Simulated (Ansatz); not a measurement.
Ag₂Cl₂⁻, that is (AgCl)2 ring with one electron more. Charge -1, multiplicity 2. Geometry PBE0-D4/def2-SVP, that of the neutral singlet; atoms count from 1.

```xyz
4

Ag    0.102    0.974    1.053
Cl    0.128   -1.512    1.386
Ag   -0.101   -0.974   -1.053
Cl   -0.129    1.512   -1.386
```

In the def2 sets Ag takes a core potential; there is no spin–orbit coupling. The highest occupied level of the charge -1 doublet lies above zero (up to 0.27 eV). By energy differences its removal costs 1.16 eV (vertical, to the charge 0 singlet, at PBE0-D4/def2-TZVPD); a positive level beside a positive removal energy at the same level points to self-interaction error.

Question: Estimate the Mulliken populations from the PBE0/def2-TZVPD orbitals of Ansatz.

Answer: 
```json
{"atom": "Ag1", "charge (e)": "-0.09", "spin (α − β)": "0.61", "d electrons": "9.92"}
{"atom": "Cl2", "charge (e)": "-0.41", "spin (α − β)": "-0.11", "d electrons": "–"}
{"atom": "Ag3", "charge (e)": "-0.09", "spin (α − β)": "0.61", "d electrons": "9.92"}
{"atom": "Cl4", "charge (e)": "-0.41", "spin (α − β)": "-0.11", "d electrons": "–"}
```
Mulliken values and Mayer orders depend strongly on the basis. With diffuse functions, as here, like atoms can get unlike values, and bond orders can come out too low or too high.

Question: Where does the spin sit?

Answer: Summed by element: Ag 1.23, Cl -0.23, of 1 unpaired in all. Largest on single atoms: Ag1 0.61, Ag3 0.61, Cl2 -0.11.

Question: And the Mayer bond orders between bonded heavy atoms (over 0.3)?

Answer: Ag1–Ag3 0.78 (2.88 Å).
